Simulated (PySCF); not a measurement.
# Reading the logs of faulty runs: BCClGeH5

All numbers below are calculated, not measured. They come from PySCF 2.14.0, an open-source quantum chemistry program, on an isolated molecule that a program drew, which may never have been made. The molecule is BCClGeH5 (charge 0, doublet), drawn as the SMILES string `[BH][CH2][GeH2][Cl]`.

Each row is a Hartree-Fock (HF) and frozen-core CCSD(T) single point in the cc-pV(D+d)Z basis, meant for a local HF minimum. Run 1 is clean. Each other run has one planted mistake out of seven kinds, and not every kind appears here: one electron removed, one electron added, multiplicity raised by two, geometry at a saddle point, minimal basis STO-3G, one bond length entered in bohr, all coordinates scaled. The reference is restricted for singlets and unrestricted otherwise, and also for a bond in bohr. Adding or removing an electron swaps singlet and doublet. Electrons count all cores. HOMO and LUMO are orbital energies over both spins, the gradient is its largest component, and the lowest frequency (negative if imaginary) is given only where the gradient is small. Bond lengths are over the 8 bonds as drawn. T1 is the CCSD diagnostic: over 0.02 (restricted) or 0.045 (unrestricted) a single reference is doubtful. Germanium has the cc-pVDZ-PP basis, with a core potential (ECP10MDF) in place of its 10 inner electrons, and its 3s, 3p and 3d shells are frozen in CCSD(T).

Geometry of the clean run:
```xyz
9
BCClGeH5, angstrom
B    -0.9973    0.2701   -0.8611
C    -0.1151   -0.8602   -0.2659
Ge    1.0882   -1.6015   -1.6366
Cl    2.2024   -3.2083   -0.6734
H    -2.0291    0.1411   -1.4574
H    -0.7048   -1.7156    0.0811
H     0.5450   -0.5248    0.5372
H     0.3390   -2.2433   -2.7983
H     2.1279   -0.5984   -2.1200
```

| run | electrons | basis functions | <S^2> | HOMO (eV) | LUMO (eV) | gradient (hartree/bohr) | lowest frequency (cm^-1) | mean bond (Å) | longest bond (Å) | T1 | HF (hartree) | CCSD(T) (hartree) | mistake |
|---|---|---|---|---|---|---|---|---|---|---|---|---|---|
| 1 | 65 | 99 | 0.753 | -9.21 | 1.39 | 9.2e-06 | 49 | 1.5169 | 2.180 | 0.0110 | -818.32313 | -818.82475 | no fault |
| 2 | 65 | 99 | 1.732 | -8.58 | -0.92 | 6.9e-03 | - | 1.7593 | 4.119 | 0.0198 | -818.21260 | -818.68869 | one bond length entered in bohr |
| 3 | 66 | 99 | 0.000 | 0.41 | 7.07 | 6.6e-02 | - | 1.5169 | 2.180 | 0.0132 | -818.25922 | -818.79828 | one electron added |
| 4 | 65 | 99 | 0.753 | -8.99 | 1.69 | 3.3e-02 | - | 1.4471 | 2.079 | 0.0104 | -818.30430 | -818.80152 | all coordinates scaled |
| 5 | 65 | 99 | 3.768 | -6.74 | -3.11 | 8.6e-02 | - | 1.5169 | 2.180 | 0.0392 | -818.12591 | -818.62794 | ? |
| 6 | 64 | 99 | 0.000 | -15.80 | -6.56 | 1.0e-01 | - | 1.5169 | 2.180 | 0.0164 | -818.03279 | -818.53181 | ? |

**Which mistake was planted in run 5, and what did it cost?**

Electrons, basis and geometry are unchanged, and <S^2> is 3.768, beside S(S+1) = 3.75 for a multiplicity of 4. So the mistake is: multiplicity raised by two. Subtracting run 1 and multiplying by 627.51 kcal/mol a hartree, the energy moved by 123.8 kcal/mol in HF and 123.5 kcal/mol in CCSD(T).

**Which mistake was planted in run 6, and what did it cost?**

It counts 64 electrons, one fewer than the clean run, at the same geometry and basis. So the mistake is: one electron removed. Subtracting run 1 and multiplying by 627.51 kcal/mol a hartree, the energy moved by 182.2 kcal/mol in HF and 183.8 kcal/mol in CCSD(T).

Cautions from the logs. Run 3: the HOMO is above zero, so the electron isn't bound and the energy depends on the basis.
